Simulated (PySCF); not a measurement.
## Al²⁺: ionisation energy

Al²⁺ [Ne] 3s1 (2S) → Al³⁺ [Ne] (1S), as a difference of total energies. Computed with PySCF 2.14 in pcseg-2 (5s4p2d1f, 34 functions), with no relativity, point nucleus. The calculations carry no spin-orbit coupling.

| method | ionisation energy (eV) | error (eV) |
| --- | --- | --- |
| UHF | 28.020 | -0.428 |
| PBE0 | 28.671 | +0.223 |
| M06-L | 27.627 | -0.821 |

Reference: 28.448 eV (measured; NIST Atomic Spectra Database, ionization energies).
